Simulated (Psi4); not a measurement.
C3H10N (SMILES C[NH+](C)C), charge +1, singlet, geometry from GFN2-xTB; Psi4 with CCSD(T)/3-21G.

Psi4 was given this input:
```
memory 2 GB

molecule mol {
1 1
  N    -0.001457   -0.000790    0.349071
  C    -0.006831    1.403606   -0.098896
  C     1.219405   -0.695183   -0.098525
  C    -1.211296   -0.707730   -0.108702
  H    -0.002470    1.441351   -1.187098
  H     0.873397    1.924963    0.272714
  H    -0.895476    1.915832    0.265308
  H     1.254596   -0.710204   -1.186717
  H     1.229226   -1.720741    0.265951
  H     2.105741   -0.184277    0.273087
  H    -1.237217   -0.723067   -1.197150
  H    -2.105939   -0.206018    0.255454
  H    -1.213580   -1.733351    0.255724
  H    -0.005745   -0.003113    1.375966
}

set basis 3-21g
set reference rhf
set puream true

energy('ccsd(t)')
print_variables()
```

Output, abridged:

```
   => Loading Basis Set <=

    Name: 3-21G
    Role: ORBITAL
    Keyword: BASIS

         ---------------------------------------------------------
                                   SCF
               by Justin Turney, Rob Parrish, Andy Simmonett
                          and Daniel G. A. Smith
                              RHF Reference
         ---------------------------------------------------------

  ==> Geometry <==

    Molecular point group: c1
    Full point group: C1

    Geometry (in Angstrom), charge = 1, multiplicity = 1:

       Center              X                  Y                   Z               Mass
    ------------   -----------------  -----------------  -----------------  -----------------
         N           -0.001415162407    -0.000767352879     0.339033236549    14.003074004430
         C           -0.006789162407     1.403628647121    -0.108933763451    12.000000000000
         C            1.219446837593    -0.695160352879    -0.108562763451    12.000000000000
         C           -1.211254162407    -0.707707352879    -0.118739763451    12.000000000000
         H           -0.002428162407     1.441373647121    -1.197135763451     1.007825032230
         H            0.873438837593     1.924985647121     0.262676236549     1.007825032230
         H           -0.895434162407     1.915854647121     0.255270236549     1.007825032230
         H            1.254637837593    -0.710181352879    -1.196754763451     1.007825032230
         H            1.229267837593    -1.720718352879     0.255913236549     1.007825032230
         H            2.105782837593    -0.184254352879     0.263049236549     1.007825032230
         H           -1.237175162407    -0.723044352879    -1.207187763451     1.007825032230
         H           -2.105897162407    -0.205995352879     0.245416236549     1.007825032230
         H           -1.213538162407    -1.733328352879     0.245686236549     1.007825032230
         H           -0.005703162407    -0.003090352879     1.365928236549     1.007825032230

  Running in c1 symmetry.

  Rotational constants: A =      0.27729  B =      0.27729  C =      0.16177 [cm^-1]
  Rotational constants: A =   8312.95389  B =   8312.95114  C =   4849.78548 [MHz]
  Nuclear repulsion =  147.898764871176951

  Charge       = 1
  Multiplicity = 1
  Electrons    = 34
  Nalpha       = 17
  Nbeta        = 17

  ==> Algorithm <==

  SCF Algorithm Type is PK.
  DIIS enabled.
  MOM disabled.
  Fractional occupation disabled.
  Guess Type is SAD.
  Energy threshold   = 1.00e-08
  Density threshold  = 1.00e-08
  Integral threshold = 1.00e-12

  ==> Primary Basis <==

  Basis Set: 3-21G
    Blend: 3-21G
    Number of shells: 40
    Number of basis functions: 56
    Number of Cartesian functions: 56
    Spherical Harmonics?: true
    Max angular momentum: 1

  ==> Integral Setup <==

  Using in-core PK algorithm.
   Calculation information:
      Number of atoms:                  14
      Number of AO shells:              40
      Number of primitives:             66
      Number of atomic orbitals:        56
      Number of basis functions:        56

      Integral cutoff                 1.00e-12
      Number of threads:                 1

  Performing in-core PK
  Using 2548812 doubles for integral storage.
  We computed 320112 shell quartets total.
  Whereas there are 336610 unique shell quartets.

  ==> DiskJK: Disk-Based J/K Matrices <==

    J tasked:                  Yes
    K tasked:                  Yes
    wK tasked:                  No
    Schwarz Cutoff:          1E-12

  Minimum eigenvalue in the overlap matrix is 2.5188679977E-02.
  Reciprocal condition number of the overlap matrix is 5.2387586700E-03.
    Using symmetric orthogonalization.

  ==> Pre-Iterations <==

  SCF Guess: Superposition of Atomic Densities via on-the-fly atomic UHF (no occupation information).

   -------------------------
    Irrep   Nso     Nmo
   -------------------------
     A         56      56
[...]
  @RHF Final Energy:  -172.70083994128544
    Total Energy =                       -172.7008399412854374
[...]
     1        -0.420356518214332    6.535e-02    0.004501    0.013170    0.013170    0.116519
     2        -0.437857930673947    2.378e-02    0.005615    0.016285    0.016285    0.124733
     3        -0.439065377204120    4.935e-03    0.005860    0.017080    0.017080    0.125943
     4        -0.439267949898001    1.428e-03    0.005856    0.017054    0.017054    0.126321
     5        -0.439295112440411    3.277e-04    0.005854    0.017050    0.017050    0.126367
     6        -0.439293033162337    8.155e-05    0.005854    0.017050    0.017050    0.126365
     7        -0.439293635916100    1.838e-05    0.005854    0.017051    0.017051    0.126365
     8        -0.439293895624973    5.441e-06    0.005854    0.017052    0.017052    0.126365
     9        -0.439293796662329    1.506e-06    0.005854    0.017052    0.017052    0.126365
    10        -0.439293789784999    4.415e-07    0.005854    0.017052    0.017052    0.126365
    11        -0.439293800252591    9.601e-08    0.005854    0.017052    0.017052    0.126365

    Iterations converged.

    Largest TIA Amplitudes:
             13   7        -0.0076014403
             16  10        -0.0075187285
             15  11        -0.0075186980
             14  25         0.0071308513
             16  34         0.0064026146
             15  33         0.0064025957
              8  32        -0.0057116971
             10  10         0.0049031051
              9  11        -0.0049031047
             13  32        -0.0048872448

    Largest TIjAb Amplitudes:
     13  13   1   1        -0.0238238281
      8   8   7   7        -0.0198773231
     14  14  12  12        -0.0193391441
      9   9  11  11        -0.0189220725
     10  10  10  10        -0.0189220419
     14  14   4   4        -0.0152598522
     14  14   3   3        -0.0152578302
     16  16   3   3        -0.0147898035
     15  15   4   4        -0.0147887143
     12  12   8   8        -0.0142444004

    SCF energy       (wfn)                    = -172.700839941285437
    Reference energy (file100)                = -172.700839941288422

    Opposite-spin MP2 correlation energy      =   -0.309197175771953
    Same-spin MP2 correlation energy          =   -0.079027284069322
    Singles MP2 correlation energy            =   -0.000000000000000
    MP2 correlation energy                    =   -0.388224459841275
      * MP2 total energy                      = -173.089064401129690

    Opposite-spin CCSD correlation energy     =   -0.369344464722729
    Same-spin CCSD correlation energy         =   -0.069949335529862
    Singles CCSD correlation energy           =    0.000000000000000
    CCSD correlation energy                   =   -0.439293800252591
      * CCSD total energy                     = -173.140133741541007

            **************************
            *                        *
            *        CCTRIPLES       *
            *                        *
            **************************

    Wave function   =    CCSD_T
    Reference wfn   =      RHF

    Nuclear Rep. energy (wfn)                =  147.898764871176951
    SCF energy          (wfn)                = -172.700839941285437
    Reference energy    (file100)            = -172.700839941288422
    CCSD energy         (file100)            =   -0.439293800252591
    Total CCSD energy   (file100)            = -173.140133741541007

    Number of ijk index combinations:              969
    Approx. words needed per explicit thread:          237276
    Number of threads for explicit ijk threading:    1

    MKL num_threads set to 1 for explicit threading.

    (T) energy                                =   -0.009578914988711
      * CCSD(T) total energy                  = -173.149712656529715

  Variable Map:
  ----------------------------------------------------------------------------
[...]
  Array Variable Map:
  ----------------------------------------------------------------------------
[...]
[...]
```
